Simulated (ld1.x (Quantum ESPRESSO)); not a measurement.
Scattering properties, RRKJ potential for Sn (Z = 50)

ld1.x (Quantum ESPRESSO) 7.5 input, shortened:

```
&input
   title='Sn', zed=50., rel=0, dft='PBE', iswitch=3,
   config='[Kr] 4d10 5s1.5 5p2.5'
 /
 &inputp
   pseudotype=2, tm=.false., lloc=0,
   nlcc=.true., new_core_ps=.true., rcore=1.25
 /
3
5P  2  1   2.50   0.00  2.15  2.15  0.0
4D  3  2  10.00   0.00  1.40  1.40  0.0
5S  1  0   1.50   0.00  2.25  2.25  0.0
 &test
   configts(1)='4d10 5s1.5 5p2.5'
 /
```

The phase is arctan(r·u′/u) with u = r·R(r), unwrapped; energies in Ry, scanned from -4 to 5 Ry. A pole is an energy at which the radial function vanishes at the test radius. The pseudo phase is shifted by a multiple of π to meet the all-electron one at the reference energy, and phase errors are pseudo minus all-electron; the curves can meet again beyond the range given. Levels narrower than the energy grid can be missing from the lists of poles.

Q: For each channel, where are the poles, and over which energies does the pseudopotential scatter like the atom?

A:

| channel | radius (bohr) | reference energy (Ry) | poles, all-electron | poles, pseudo | unbroken range about the reference energy with phases within 0.05 rad | phase error 1 Ry above the reference energy (rad) |
| --- | --- | --- | --- | --- | --- | --- |
| s | 2.44 | -0.75 | 1.34 | 1.23 | below 2.9 | -0.005 |
| p | 2.44 | -0.30 | 2.56 | 2.43 | below 4.6 | -0.006 |
| d | 2.44 | -2.05 | -1.95, 4.93 | -1.94 | below 0.1 | +0.011 |

Phases in the p channel:

```json
{"E (Ry)": "-4.00", "all-electron": "1.341", "pseudo": "1.338"}
{"E (Ry)": "-3.52", "all-electron": "1.321", "pseudo": "1.318"}
{"E (Ry)": "-3.04", "all-electron": "1.295", "pseudo": "1.292"}
{"E (Ry)": "-2.56", "all-electron": "1.260", "pseudo": "1.257"}
{"E (Ry)": "-2.08", "all-electron": "1.209", "pseudo": "1.207"}
{"E (Ry)": "-1.60", "all-electron": "1.131", "pseudo": "1.128"}
{"E (Ry)": "-1.12", "all-electron": "0.989", "pseudo": "0.987"}
{"E (Ry)": "-0.64", "all-electron": "0.677", "pseudo": "0.676"}
{"E (Ry)": "-0.16", "all-electron": "-0.083", "pseudo": "-0.083"}
{"E (Ry)": "0.32", "all-electron": "-0.895", "pseudo": "-0.899"}
{"E (Ry)": "0.80", "all-electron": "-1.239", "pseudo": "-1.246"}
{"E (Ry)": "1.28", "all-electron": "-1.394", "pseudo": "-1.402"}
{"E (Ry)": "1.76", "all-electron": "-1.482", "pseudo": "-1.491"}
{"E (Ry)": "2.24", "all-electron": "-1.540", "pseudo": "-1.551"}
{"E (Ry)": "2.72", "all-electron": "-1.585", "pseudo": "-1.598"}
{"E (Ry)": "3.20", "all-electron": "-1.623", "pseudo": "-1.639"}
{"E (Ry)": "3.68", "all-electron": "-1.658", "pseudo": "-1.681"}
{"E (Ry)": "4.16", "all-electron": "-1.694", "pseudo": "-1.727"}
{"E (Ry)": "4.64", "all-electron": "-1.736", "pseudo": "-1.787"}
```
